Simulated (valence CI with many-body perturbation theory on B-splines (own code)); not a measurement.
# Energy levels of Ce⁺

Computed by valence CI with perturbative core correlation (CI+MBPT): three valence electrons over a frozen Dirac-Fock core [Xe], a basis of 7 s, 7 p, 7 d, 7 f, 4 g, 2 h functions for each j, with the one-electron correlation potential Σ1, the two-electron term Σ2, the three-electron term Σ3, Breit, model QED; selected CI, second order for the rest, scaled by the run's own slope (own B-spline code, finite nucleus).

Against 89 measured levels this calculation errs by 839 cm⁻¹ on average and by 1676 at most. These come from a selection out of the NIST Handbook of Basic Atomic Spectroscopic Data. Levels without a partner in it may be off by more, other configurations by several thousand cm⁻¹. 1 measured level below the end of the list, from 5119 cm⁻¹ on, found no clear computed partner.

Levels 181 to 194 of 194, with energies above the lowest level, 4f.5d2 4H°_7/2 [a]. "Leading %" is the weight of the configuration and term that name the level; weights of strongly mixed levels are sums over their largest components and can fall short. In the jj column 3d3/2^4 stands for four electrons in 3d with j = 3/2.

```tsv
No.	Configuration	Term	J	E (eV)	Leading %	Leading jj	g	Second component
181	4f2.5d	4G	11/2	2.223	77	4f7/2^2 5d5/2 (65 %)	1.239	14 % 4f2.5d 2H
182	4f.5d2	2D°	3/2	2.237	77	4f5/2 5d3/2 5d5/2 (46 %)	0.878	12 % 4f.5d2 2P°
183	4f.5d.6s	2H°	11/2	2.251	62	4f7/2 5d3/2 6s (31 %)	1.087	26 % 4f.5d2 2H°
184	4f2.5d	2F	7/2	2.289	38	4f7/2^2 5d5/2 (44 %)	1.220	35 % 4f2.5d 4F
185	4f.5d2	2G°	7/2	2.294	77	4f5/2 5d3/2 5d5/2 (25 %)	0.921	8 % 4f.5d2 2F°
186	4f2.5d	2K	15/2	2.301	93	4f7/2^2 5d5/2 (34 %)	1.068	
187	4f.5d2	2G°	9/2	2.317	85	4f7/2 5d3/2 5d5/2 (46 %)	1.109	
188	4f2.5d	4F	9/2	2.339	66	4f7/2^2 5d5/2 (58 %)	1.279	10 % 4f2.5d 2G
189	4f.5d2	2D°	5/2	2.365	75	4f7/2 5d5/2^2 (39 %)	1.181	5 % 4f.5d.6s 2D°
190	4f.5d.6s	2P°	1/2	2.380	80	4f7/2 5d5/2 6s (33 %)	0.668	10 % 4f.5d2 2P°
191	4f2.5d	2D	5/2	2.419	73	4f7/2^2 5d3/2 (46 %)	1.204	6 % 4f2.5d 4D
192	4f2.5d	2G	7/2	2.486	68	4f5/2 4f7/2 5d5/2 (32 %)	0.948	15 % 4f2.5d 2F
193	4f.5d2	2F°	5/2	2.490	83	4f7/2 5d3/2 5d5/2 (51 %)	0.860	8 % 4f.6s2 2F°
194	4f2.5d	2D	3/2	2.509	64	4f7/2^2 5d5/2 (53 %)	0.880	6 % 4f2.5d 2P
```

Names give the largest LS component (configuration and term), which can be under half, so a name can repeat, a term be missing and a line seem to break the LS rules; names also repeat where a configuration has a term twice.
